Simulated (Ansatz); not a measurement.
A nudged elastic band was laid between two geometries of BFH$_{2}$S$_{2}$ (6 atoms, charge 0, multiplicity 1).

Theory: RKS PBE-D4/6-31G in Ansatz.

- movable images: 9
- climbing image: yes
- spring: 5.0 eV/Å²
- optimiser: quadratic models (default)
- start path: through a guess of the saddle point
- force threshold: 0.03 eV/Å
- iteration limit: 60
- end points: relaxed

Image 0:

```xyz
6
Properties=species:S:1:pos:R:3
B -0.675 0.310 0.057
S 0.144 -0.118 1.658
S -0.048 0.074 -1.666
H 1.176 -0.504 -1.365
F -1.921 0.884 0.162
H 1.324 -0.645 1.154
```

Image 10:

```xyz
6
Properties=species:S:1:pos:R:3
B -1.175 0.579 -0.609
S 0.716 -0.950 0.762
S -0.943 0.288 -2.237
H 1.712 -0.788 -0.188
F -1.663 1.050 0.545
H 1.352 -0.179 1.726
```

(1) Which bonds break or form, and what moves?

(2) Give the energies along the band, and the barrier.

(3) What is the geometry of the highest image?

(4) What are the harmonic wavenumbers there?

Answers

(1) Bonds broken: B1–S2, S3–H4. Bonds formed: S2–H4. BFH2S2 becomes BFS + H2S.

(2) It converged. The highest image is number 6 of 0 to 10, 35.9 kcal/mol above the first end and 6.8 kcal/mol above the last; the last end lies 29.2 kcal/mol above the first. A vibrational analysis at the climbing image gives one clearly imaginary mode, 655i cm⁻¹: a first-order saddle point. The orbitals stay closed-shell, which can raise the energy where a bond breaks towards radicals; this wasn't checked here. Limits of this set-up: no polarisation functions.

```json
{"image": "0", "path coordinate (Å)": "0.00", "energy (kcal/mol)": "0.0", "B1–S2 (Å)": "1.85", "S3–H4 (Å)": "1.39", "S2–H4 (Å)": "3.22"}
{"image": "1", "path coordinate (Å)": "0.39", "energy (kcal/mol)": "0.8", "B1–S2 (Å)": "1.85", "S3–H4 (Å)": "1.39", "S2–H4 (Å)": "3.21"}
{"image": "2", "path coordinate (Å)": "0.78", "energy (kcal/mol)": "3.5", "B1–S2 (Å)": "1.87", "S3–H4 (Å)": "1.39", "S2–H4 (Å)": "3.10"}
{"image": "3", "path coordinate (Å)": "1.17", "energy (kcal/mol)": "7.4", "B1–S2 (Å)": "1.89", "S3–H4 (Å)": "1.39", "S2–H4 (Å)": "2.83"}
{"image": "4", "path coordinate (Å)": "1.56", "energy (kcal/mol)": "14.1", "B1–S2 (Å)": "1.93", "S3–H4 (Å)": "1.42", "S2–H4 (Å)": "2.36"}
{"image": "5", "path coordinate (Å)": "1.95", "energy (kcal/mol)": "27.7", "B1–S2 (Å)": "2.02", "S3–H4 (Å)": "1.63", "S2–H4 (Å)": "1.88"}
{"image": "6", "path coordinate (Å)": "2.34", "energy (kcal/mol)": "35.9", "B1–S2 (Å)": "2.16", "S3–H4 (Å)": "2.06", "S2–H4 (Å)": "1.53"}
{"image": "7", "path coordinate (Å)": "2.78", "energy (kcal/mol)": "32.0", "B1–S2 (Å)": "2.42", "S3–H4 (Å)": "2.58", "S2–H4 (Å)": "1.40"}
{"image": "8", "path coordinate (Å)": "3.22", "energy (kcal/mol)": "29.6", "B1–S2 (Å)": "2.63", "S3–H4 (Å)": "3.11", "S2–H4 (Å)": "1.39"}
{"image": "9", "path coordinate (Å)": "3.65", "energy (kcal/mol)": "29.2", "B1–S2 (Å)": "2.76", "S3–H4 (Å)": "3.42", "S2–H4 (Å)": "1.39"}
{"image": "10", "path coordinate (Å)": "4.09", "energy (kcal/mol)": "29.2", "B1–S2 (Å)": "2.79", "S3–H4 (Å)": "3.52", "S2–H4 (Å)": "1.39"}
```

(3) 
```xyz
6
Properties=species:S:1:pos:R:3:forces:R:3
B -0.786 0.371 -0.293 0.00 0.00 0.00
S 0.481 -0.895 0.915 0.00 0.00 0.00
S -0.166 0.275 -1.923 0.00 0.00 0.00
H 0.921 -0.791 -0.543 0.00 0.00 0.00
F -1.786 0.968 0.406 0.00 0.00 0.00
H 1.335 0.072 1.439 0.00 0.00 0.00
```

(4) 655i, 234, 268, 334, 373, 421, 624, 745, 1001, 1350, 1476, 2433 cm⁻¹.

The run took 12 min on 1 CPU thread of a shared host.
